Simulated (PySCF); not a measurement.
B(H)2(NHiPr), SMILES BNC(C)C (C3H10BN), GFN2-xTB optimised geometry.

```
15

B     -1.60    -0.51     0.00
H     -2.17    -1.53     0.00
H     -2.18     0.52     0.00
N     -0.23    -0.51     0.00
C      0.67     0.63     0.00
C      1.53     0.63     1.26
C      1.54     0.63    -1.26
H      0.29    -1.38     0.00
H      0.04     1.53     0.00
H      2.17     1.51     1.29
H      0.91     0.63     2.15
H      2.17    -0.26     1.28
H      2.18     1.51    -1.28
H      2.17    -0.26    -1.27
H      0.91     0.62    -2.15
```

Density from CAM-B3LYP/def2-TZVP in PySCF at that geometry.

Minimum of the electron density along straight lines between bonded atoms, close to the bond critical point (lines longer than 1.1 times the sum of covalent radii, or with two minima, are not listed):

| bond | length / Å | ρ at the minimum / e bohr⁻³ | ∇²ρ there / e bohr⁻⁵ | position (fraction from the first atom) |
|---|---|---|---|---|
| B1–H2 | 1.172 | 0.190 | -0.34 | 0.44 |
| B1–H3 | 1.172 | 0.190 | -0.34 | 0.44 |
| B1–N4 | 1.376 | 0.221 | 0.72 | 0.33 |
| N4–C5 | 1.449 | 0.274 | -0.76 | 0.60 |
| C5–C6 | 1.531 | 0.250 | -0.63 | 0.50 |
| C5–C7 | 1.531 | 0.250 | -0.63 | 0.50 |
| N4–H8 | 1.011 | 0.341 | -1.68 | 0.74 |
| C5–H9 | 1.094 | 0.285 | -1.01 | 0.65 |
| C6–H10 | 1.087 | 0.281 | -0.97 | 0.64 |
| C6–H11 | 1.087 | 0.281 | -0.97 | 0.64 |
| C6–H12 | 1.089 | 0.279 | -0.96 | 0.64 |
| C7–H13 | 1.087 | 0.281 | -0.97 | 0.64 |
| C7–H14 | 1.089 | 0.279 | -0.96 | 0.64 |
| C7–H15 | 1.087 | 0.281 | -0.97 | 0.64 |
